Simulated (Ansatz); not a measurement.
Computed with Ansatz on PBE0-D4/def2-TZVP structures; ΔE is electronic, products minus reactants. CCSD(T)/CBS is the MP2 limit (def2-TZVPP, def2-QZVPP) plus CCSD(T) − MP2 in def2-TZVPP, frozen cores. DFT in def2-TZVPP. B3LYP here is the variant with VWN-RPA as its local correlation; programs differ in this. No spin–orbit coupling; open shells (•) take unrestricted orbitals. One conformer a species, not always the lowest.

Consider the homolysis of the O–Si bond: `CO[SiH](C)O` → `C[O]`• + `C[SiH]O`•.

`CO[SiH](C)O`:

Cartesian coordinates in Å:
```
C -1.540 -1.502 0.049
O -0.559 -0.701 -0.563
Si 0.236 0.506 0.211
C 1.369 1.273 -1.027
O 1.146 -0.046 1.469
H -2.053 -2.075 -0.726
H -1.092 -2.205 0.760
H -2.286 -0.896 0.578
H -0.782 1.446 0.768
H 2.117 0.546 -1.352
H 0.814 1.609 -1.905
H 1.891 2.130 -0.595
H 0.737 -0.084 2.333
```

`C[O]`•:

Z-matrix (Å, degrees):
```
C
O 1 1.355
H 1 1.100 2 113.5
H 1 1.108 2 105.3 3 -115.7
H 1 1.100 2 113.5 3 128.6
```

`C[SiH]O`•:

Z-matrix (Å, degrees):
```
C
Si 1 1.864
H 1 1.092 2 110.4
H 1 1.092 2 111.0 3 120.2
H 1 1.094 2 110.1 3 -119.8
O 2 1.657 1 106.3 3 177.5
H 2 1.502 1 111.0 3 57.7
H 6 0.958 2 117.0 1 -175.0
```

Q: What is ΔE at CCSD(T)/CBS? (Best estimate.)

A: Computed: +126.5 kcal/mol.

Q: What do these levels give: PBE-D4, r2SCAN-D4, B3LYP-D4, B2PLYP, PBE0, B3LYP, MP2/def2-TZVPP, CCSD/def2-TZVPP, CCSD(T)/def2-TZVPP, HF/def2-QZVPP, MP2/def2-QZVPP, CCSD/CBS(def2)? (An estimate is asked.)

A: Ansatz gave: PBE-D4 115.1, r2SCAN-D4 115.5, B3LYP-D4 117.2, B2PLYP 120.2, PBE0 115.0, B3LYP 114.1, MP2/def2-TZVPP 131.8, CCSD/def2-TZVPP 121.1, CCSD(T)/def2-TZVPP 123.2, HF/def2-QZVPP 93.5, MP2/def2-QZVPP 133.7, CCSD/CBS(def2) 124.4 kcal/mol.

Largest T1 diagnostic among the species: 0.019.

The D4 term adds +3.2 kcal/mol with B3LYP and +1.8 kcal/mol with PBE0; it sums over pairs of atoms, weighted by their polarisabilities, and B3LYP, whose exchange is more repulsive, gets the larger term. In def2-TZVPP, CCSD(T) changes the Hartree–Fock value by +29.8 kcal/mol (the triples alone add +2.0 kcal/mol) and MP2 by +38.4 kcal/mol; breaking electron pairs costs correlation energy, which Hartree–Fock lacks. From PBE to PBE0 (25 % exact exchange), in def2-TZVPP and without D4, ΔE moves by +1.9 kcal/mol.
